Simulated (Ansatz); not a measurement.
The cluster Zn₃Se₃. Total charge 0; singlet. Geometry PBE-D4/def2-SVP; atoms count from 1.

```
atom   x (Å)   y (Å)   z (Å)
 Zn1  -1.731  -1.317   0.593
 Zn2   0.120   1.174  -1.042
 Zn3   0.133   0.105   1.378
 Se4   1.552  -1.346  -0.010
 Se5  -0.043  -1.051  -1.796
 Se6  -0.031   2.434   0.877
```

The restricted singlet is unstable towards broken spin symmetry in Hartree–Fock (as tested in another run); at PBE0-D4/def2-TZVP this wasn't settled. Another isomer (singlet) lies 2.51 eV lower at PBE0-D4/def2-TZVP; other spin states weren't run for this one.

Estimate the Mulliken populations from the PBE0/def2-TZVP orbitals of Ansatz.


```
atom  charge (e)  d electrons
 Zn1        0.15        10.01
 Zn2        0.36        10.05
 Zn3        0.29        10.07
 Se4       -0.20            –
 Se5       -0.22            –
 Se6       -0.37            –
```
Mulliken values depend strongly on the basis.

And the Mayer bond orders between heavy atoms (over 0.3)?

Zn1–Zn3 0.67 (2.47 Å); Zn2–Se5 0.91 (2.35 Å); Zn2–Se6 1.16 (2.30 Å); Zn3–Se4 0.76 (2.46 Å); Zn3–Se6 0.90 (2.39 Å); Se4–Se5 1.05 (2.41 Å).
